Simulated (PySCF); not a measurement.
Isomers of CH12OSi4. Level of theory: TDDFT CAM-B3LYP/def2-SVPD, vertical, gas phase, core orbitals frozen in the response (PySCF 2.14.0, density-fitted response routines). Geometries: GFN2-xTB; one conformer of each isolated species. Triplets are in the Tamm–Dancoff approximation.

Question: Rank by computed HOMO–LUMO gap, lowest first.
A. `O[SiH2][SiH2][Si@H]([SiH3])C`
B. `[SiH3]O[C@@H]([SiH3])[SiH2][SiH3]`
C. `[SiH3]OC([SiH3])([SiH3])[SiH3]`
D. `C[Si@@H]([SiH3])O[SiH2][SiH3]`

Answer: A (9.17 eV), D (9.33 eV), B (9.46 eV), C (9.60 eV).

```
                           SMILES  gap (eV)  LUMO (eV)  α (au)  first f ≥ 0.01 (nm)  T1 (eV)  S1 mainly
    C[Si@@H]([SiH3])[SiH2][SiH2]O      9.17       0.08   132.2                  199     5.47  H→L (67%)
    C[Si@@H]([SiH3])O[SiH2][SiH3]      9.33       0.35   125.8                  202     5.57  H→L (89%)
[SiH3]O[C@@H]([SiH3])[SiH2][SiH3]      9.46       0.61   124.4                  199     5.93  H→L (89%)
   [SiH3]OC([SiH3])([SiH3])[SiH3]      9.60       0.63   121.0                  197     5.94  H→L (89%)
```

H and L stand for HOMO and LUMO.

Without π bonds the low states are Rydberg-like; a valence basis with one diffuse set may place them up to an eV too high.
